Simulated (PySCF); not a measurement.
This PySCF input asks for the NMR shieldings of `InChI=1S/C4H9BN2Si/c1-2-4-3-6-5-8-7-4/h1,4-7H,3,8H2/t4-/m0/s1`; the geometry comes from GFN2-xTB.

```python
import basis_set_exchange as bse
import numpy as np
from pyscf import gto, dft
from pyscf.prop import nmr

atoms = """
C     2.670662   -0.334285    0.240171
C     1.665822   -0.253933   -0.405519
C     0.416830   -0.060347   -1.134539
C    -0.576529   -1.186604   -0.790344
N    -0.890831   -1.265880    0.624378
B    -1.068292   -0.199492    1.480442
Si   -0.777328    1.578066    0.729385
N    -0.184094    1.229994   -0.871205
H     3.560999   -0.423324    0.788644
H     0.631598   -0.138901   -2.211844
H    -1.492638   -1.001237   -1.367817
H    -0.146905   -2.138067   -1.120224
H    -1.008333   -2.219881    0.934842
H    -1.345556   -0.459370    2.593571
H     0.186662    2.444837    1.454647
H    -1.916528    2.471964    0.433813
H     0.267462    1.968491   -1.388309
"""
names = dict.fromkeys(["C", "N", "B", "Si", "H"], "pcSseg-1")
basis = {el: gto.basis.parse(bse.get_basis(n, elements=[el], fmt="nwchem")) for el, n in names.items()}
mol = gto.M(atom=atoms, basis=basis, charge=0, verbose=0)
mf = dft.RKS(mol, xc="PBE0")
mf.grids.level = 2
mf.grids.alignment = dft.numint.BLKSIZE   # the property module wants whole blocks of grid points
mf.conv_tol = 1e-9
mf.kernel()

calc = nmr.RKS(mf)   # GIAO
C = mf.mo_coeff
Co = C[:, mf.mo_occ > 0]
resp = mf.gen_response(singlet=True, hermi=2)
def vind(x):   # induced exchange potential for any number of trial vectors
    d = np.einsum("pi,xij,qj->xpq", C, 2 * x.reshape(-1, C.shape[1], Co.shape[1]), Co, optimize=True)
    return np.einsum("xpq,pi,qj->xij", resp(d - d.transpose(0, 2, 1)), C, Co, optimize=True).ravel()
mo1, _ = nmr.rhf.solve_mo1(calc, with_cphf=vind)
sigma = calc.kernel(mo1)
for i, s in enumerate(sigma):   # ppm
    print("%2d %-2s %9.2f" % (i, mol.atom_pure_symbol(i), np.trace(s) / 3))
```

Question: Give the expected output.

Answer: 
```
 0 C     107.19
 1 C      97.76
 2 C     139.69
 3 C     131.23
 4 N     108.49
 5 B      57.92
 6 Si    411.52
 7 N     235.67
 8 H      29.87
 9 H      27.77
10 H      27.89
11 H      28.46
12 H      25.62
13 H      26.15
14 H      26.72
15 H      26.95
16 H      31.33
```

These numbers come from an equivalent density-fitted implementation of the same equations, which agrees with the script to about 0.01 ppm for H and up to a few tenths of a ppm for heavy atoms, so last digits may differ.

Size and cost of the density-fitted run: 188 basis functions, 35 s wall time on 1 thread of an Arm Neoverse V1, shared host; peak memory 0.77 GiB.
